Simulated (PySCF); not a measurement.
**Field gradients at the hydrogen positions**

C5H8F2.
Z-matrix (Å and degrees, GFN2-xTB geometry), rows numbered from 1:
```
F 
C   1  1.3778
C   2  1.5325  1  110.75
C   3  1.5282  2  104.60  1  -138.35
C   4  1.5282  3  103.29  2    36.36
C   5  1.5266  4  103.64  3   -40.13
F   6  1.3805  2  109.10  1  -127.67
H   2  1.0952  1  106.24  3   123.44
H   3  1.0878  2  112.24  1    98.80
H   3  1.0909  2  107.97  1   -20.81
H   4  1.0905  3  109.98  2   -80.66
H   4  1.0879  3  112.38  2   158.01
H   5  1.0897  4  110.48  3    76.84
H   5  1.0882  4  113.19  3  -160.40
H   6  1.0944  2  111.47  1   -10.74
```

Level: PBE0/pcSseg-1 (PySCF, non-relativistic); Q(2H) = 0.00286 b; rigid geometry, the same for H and D, with no vibrational averaging.

**Question.** Rank these positions by the coupling χzz of a deuteron there, largest first.
A. H12 (methylene hydrogen)
B. H13 (methylene hydrogen)
C. H8 (methine hydrogen)

**Answer.** A (210 kHz), B (206 kHz), C (191 kHz).

**Question.** Tabulate Vzz, the asymmetry η and χzz = 234.96 MHz × Q × Vzz for every hydrogen position.

**Answer.** 
```tsv
atom	bonded to	bond length (Å)	Vzz (au)	η	χzz (kHz)
H8	C2	1.095	0.2848	0.07	191
H9	C3	1.088	0.3122	0.01	210
H10	C3	1.091	0.3036	0.00	204
H11	C4	1.091	0.3043	0.01	205
H12	C4	1.088	0.3132	0.01	210
H13	C5	1.090	0.3070	0.01	206
H14	C5	1.088	0.3110	0.01	209
H15	C6	1.094	0.2871	0.07	193
```

**Question.** A static deuteron (I = 1) shows a doublet split by (3/2)χ, (3/4)χ(1 + η) and (3/4)χ(1 − η) with the field along z, y and x of the gradient. What are these for H12?

**Answer.** With |χ| = 210.4 kHz and η = 0.007: 316, 159 and 157 kHz, to first order and without motion.

The structure is a single GFN2-xTB conformer in the gas phase; no vibrational or solvent corrections. GFN2-xTB bond lengths can be off by several hundredths of an ångström, more for odd bonds, and the gradients follow them. The basis is small and wasn't made for field gradients, so the couplings can be 20 % off.

These values come from a run that also computed NMR shieldings. The run took 42 s (with the writing of density and orbital grids) on one thread, Arm Neoverse N1 (aarch64), shared host, and the process peaked at 0.73 GiB of memory.
